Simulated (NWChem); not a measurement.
System meant: GeNH$_{4}$Cl; SMILES [NH2][GeH2][Cl]

NWChem input:

```
start job
memory heap 200 mb stack 900 mb global 1100 mb
geometry units angstroms noautoz
  Ge     0.407016    -0.444851     0.051175
  N     -0.964438    -1.626905     0.181023
  Cl    -0.257139     1.596001    -0.359775
  H      1.286958    -0.854270    -1.133658
  H      1.129756    -0.394175     1.400561
  H     -1.603385    -1.470878     0.956146
  H     -1.503283    -1.766196    -0.669581
end
basis spherical
  * library def2-svp
end
dft
  xc b3lyp
  iterations 4
  mulliken
end
task dft energy
```

End of the output:

```
    Atom       Charge   Shell Charges
 -----------   ------   -------------------------------------------------------
    1 Ge  32    31.74   2.00  2.00  1.93  0.76  0.33  5.99  5.82  1.36  1.04  7.81  2.05  0.66
    2 N    7     7.20   1.97  0.72  0.45  2.23  1.80  0.03
    3 Cl  17    17.08   2.00  1.96  1.05  0.80  5.82  2.26  3.18  0.02
    4 H    1     1.06   0.62  0.42  0.03
    5 H    1     1.06   0.62  0.42  0.03
    6 H    1     0.93   0.59  0.21  0.12
    7 H    1     0.93   0.59  0.21  0.12

 center of mass
 --------------
 x =   0.06516957 y =   0.02703219 z =   0.00000000

 moments of inertia (a.u.)
 ------------------
         558.289227633825          -0.000001250997           0.000000000000
          -0.000001250997         142.237162928193           0.000000000000
           0.000000000000           0.000000000000         666.699728362742

     Multipole analysis of the density
     ---------------------------------

     L   x y z        total         alpha         beta         nuclear
     -   - - -        -----         -----         ----         -------
     0   0 0 0     -0.000000    -30.000000    -30.000000     60.000000

     1   1 0 0     -0.261363     -0.130682     -0.130682      0.000000
     1   0 1 0     -0.602413     -0.301206     -0.301206     -0.000000
     1   0 0 1     -0.000000     -0.000000     -0.000000      0.000000

     2   2 0 0    -25.163587    -49.762180    -49.762180     74.360773
     2   1 1 0      1.308128     -4.244957     -4.244957      9.798042
     2   1 0 1      0.000000      0.000000      0.000000      0.000000
     2   0 2 0    -31.247598   -151.933188   -151.933188    272.618777
     2   0 1 1      0.000000      0.000000      0.000000      0.000000
     2   0 0 2    -26.593051    -21.687532    -21.687532     16.782012

 ------------------------------------------------------------------------
 dft energy failed                                                                                  0
 ------------------------------------------------------------------------
 ------------------------------------------------------------------------
  current input line :
    20: task dft energy
 ------------------------------------------------------------------------
 ------------------------------------------------------------------------
 This type of error is most commonly associated with calculations not reaching convergence criteria
 ------------------------------------------------------------------------
 For more information see the NWChem manual at https://nwchemgit.github.io

0:dft energy failed:Received an Error in Communication
```

Q: Find the fault in this run and fix the input.

A: Convergence was not reached. Cause: the SCF was allowed too few iterations. This input runs:
```
start job
memory heap 200 mb stack 900 mb global 1100 mb
geometry units angstroms noautoz
  Ge     0.407016    -0.444851     0.051175
  N     -0.964438    -1.626905     0.181023
  Cl    -0.257139     1.596001    -0.359775
  H      1.286958    -0.854270    -1.133658
  H      1.129756    -0.394175     1.400561
  H     -1.603385    -1.470878     0.956146
  H     -1.503283    -1.766196    -0.669581
end
basis spherical
  * library def2-svp
end
dft
  xc b3lyp
  iterations 150
  mulliken
end
task dft energy
```
It converges to -2594.02201 Ha (B3LYP/def2-SVP).
